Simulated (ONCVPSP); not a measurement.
Mn (Z = 25): one change to an ONCV potential, before and after

```
Element                 : Mn
Generator               : ONCVPSP 4.0.1
Type                    : optimised norm-conserving Vanderbilt (ONCV)
Functional              : PBE
Relativity              : scalar-relativistic
Frozen core             : [Ne] 3s2
Valence charge          : 13
Reference configuration : 3p6 3d5 4s2
Partial waves           : 4s: rc 2.15 bohr, ncon 4, nbas 7, qcut 2.4 1/bohr, 2 projectors, debl 1.7 Ha; 3p: rc 1.00 bohr, ncon 4, nbas 7, qcut 7.7 1/bohr, 2 projectors, debl 0.9 Ha; 3d: rc 1.55 bohr, ncon 4, nbas 8, qcut 10.3 1/bohr, 3 projectors, debl 3.3 Ha
Local potential         : polynomial inside 0.90 bohr (lpopt 5, dvloc0 0 Ha)
Core correction         : Teter function fitted to the true core (icmod 2), fcfact 0.2
```

In the p channel the program set the typed energies aside and used -2.006, 0.250 Ha.

All-electron outer shells of the reference configuration (PBE, scalar-relativistic, ld1.x):

| shell | level (eV) | outermost node (bohr) | outermost maximum (bohr) |
| --- | --- | --- | --- |
| 3s | -85.88 | 0.34 | 0.74 |
| 3p | -54.59 | 0.31 | 0.75 |
| 3d | -6.77 | – | 0.76 |
| 4s | -5.11 | 1.05 | 2.51 |

Change: core [Ne], valence charge 15; reference 3s2 3p6 3d5 4s2; waves now 3s+4s: rc 1.65 bohr, ncon 5, nbas 9, qcut 6.5 1/bohr, 2 projectors; 3p: rc 0.90 bohr, ncon 3, nbas 6, qcut 7.9 1/bohr, 2 projectors, debl 3.8 Ha; 3d: rc 1.95 bohr, ncon 4, nbas 9, qcut 7.2 1/bohr, 3 projectors, debl 2.7 Ha; local potential polynomial inside 0.75 bohr (lpopt 5, dvloc0 0 Ha).

Cutoffs: the cutoffs (Ha) at which the residual kinetic energy of the hardest occupied pseudo-wave falls to 1 and 0.1 mHa per electron; they do not see the model core or the augmentation charge, which bear on the density cutoff. Errors are all-electron minus pseudo energies relative to the spin-unpolarised reference configuration.

Task: What does the change do?

Result: The potential gets neither clearly harder nor softer (41 Ha and 77 Ha → 28 Ha and 124 Ha); the bound ghosts move from s to d. Several settings change at once here, so the effects cannot be laid on one of them.

| quantity | base | changed |
| --- | --- | --- |
| cutoff, loose | 41 Ha | 28 Ha |
| cutoff, tight | 77 Ha | 124 Ha |
| loose cutoff by channel | s 6.2 Ha, p 28 Ha, d 41 Ha | s 11 Ha, p 28 Ha, d 23 Ha |
| bound ghosts | s | d |
| GHOST(+) flags under 300 eV | none | none |
| largest error over its own tests, meV | +115 | +185 |
| rms error of d²Exc/dni dnj with the model core, mHa | 0.92 | 1.99 |

 A true bound ghost makes a file unfit for plane-wave use even where its test errors are small: the radial tests pick states by their node count and pass the ghost by.
